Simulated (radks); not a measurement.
Results of a calculation; reference values are marked as such.
Spherical quantum dot in the effective-mass picture: electrons in a parabolic well V = omega^2 r^2 / 2 with omega = 0.18, all in effective atomic units (hartree* = m*/eps^2 hartree, bohr* = eps/m* bohr), one dielectric constant everywhere. Level of theory: non-relativistic Kohn-Sham, LDA (Slater exchange, Perdew-Wang correlation), spin-polarised, spherical densities (a radial shooting solver with Libxc functionals). Levels are named by radial order and angular momentum (1s, 1p, 1d, 2s, ...), and open shells are averaged over m. Results are scaled to m* = 0.054 and eps = 4.2, for which hartree* = 83.3 meV and bohr* = 4.116 nm.

N = 14, configuration 1s2 1p6 1d(up 5, down 1). This is the lowest configuration that the search found. Occupied and some empty levels:

level,occupation,eigenvalue (meV),<r> (nm)
1s up,1,214.38,19.72
1s down,1,215.70,19.07
1p up,3,219.07,23.30
1p down,3,220.71,23.15
1d up,5,225.01,25.74
1d down,1,226.73,25.80
2s up,0,228.00,20.69
2s down,0,228.88,21.05
1f up,0,232.01,27.67
1f down,0,233.70,27.83
2p up,0,236.30,23.62
2p down,0,237.29,23.67

Energy (meV): total 1887.67, kinetic 132.57, external 679.70, Hartree 1273.2, exchange-correlation -197.78.

Electron density:

r (nm),n(r) (e/nm^3)
0.987,0.00005649
4.71,0.00006444
8.43,0.00008194
12.2,0.0001054
15.9,0.0001270
19.6,0.0001351
23.3,0.0001197
27.0,0.00008326
30.8,0.00004287
34.5,0.00001570
38.2,4.003e-06
41.9,7.052e-07
45.6,8.818e-08
49.4,7.568e-09
